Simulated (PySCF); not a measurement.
Species, as SMILES: Cl[Si]Cl (closed-shell singlet).
Geometry (B3LYP-D3(BJ)/def2-TZVP, fixed):
```
Si
Cl 1 2.0938
Cl 1 2.0938 2 101.66
```
Charge 0, spin multiplicity 1.

Basis-set convergence of the lowest singlet excitation energy at CAM-B3LYP with PySCF. Tamm-Dancoff approximation; the state is taken by its order, and sets in which it differs in degeneracy or brightness are left out, yet its character can still change. All functions are spherical. Density fitting with generated auxiliary sets. No added dispersion term, no relativity. Reference: the value in aug-pcseg-3, 4.008 eV, itself unsure by roughly 0.003 eV (its mean distance from aug-cc-pV(Q+d)Z, aug-pcseg-2, aug-cc-pV(T+d)Z). Deviations are taken from unrounded values. Cost is core time over that of pcseg-1, rough, on shared machines of one kind; a dash marks a row that isn't timed (too short, read off another run, short of memory, by another algorithm or on other hardware).

```csv
basis,functions,lowest singlet excitation energy (eV),minus reference (eV),cost
STO-3G,27,4.426,0.418,-
6-31G,39,3.762,-0.246,-
pcseg-1,54,4.004,-0.004,1×
6-311G**,78,3.997,-0.011,2×
def2-SVPD,78,4.067,0.059,2×
cc-pV(T+d)Z,117,4.021,0.013,3×
def2-TZVPP,126,4.017,0.009,4×
def2-TZVPD,135,4.018,0.009,5×
"6-311++G(3df,3pd)",141,4.009,0.001,6×
jun-cc-pV(T+d)Z,144,4.012,0.004,7×
aug-pcseg-2,150,4.007,-0.001,7×
def2-QZVPPD,234,4.009,0.001,20×
aug-pcseg-3,267,4.008,0.000,30×
```

The smallest set listed that lies within 0.1 eV of the reference with all its larger relatives (same family, alike in diffuse functions; a set with none counts only in the reference's own line) is pcseg-1 (54 functions, 1× in cost, -0.004 eV off). Inside, with no larger relative to test it: 6-311G**, 6-311++G(3df,3pd). (Relatives not listed, tested too: pcseg-2 0.002, def2-TZVPPD 0.007, aug-cc-pV(T+d)Z 0.004, cc-pV(Q+d)Z 0.011, pcseg-3 0.004, def2-QZVP 0.004, def2-QZVPP 0.004, aug-cc-pV(Q+d)Z 0.004, cc-pV(5+d)Z 0.003 eV.)
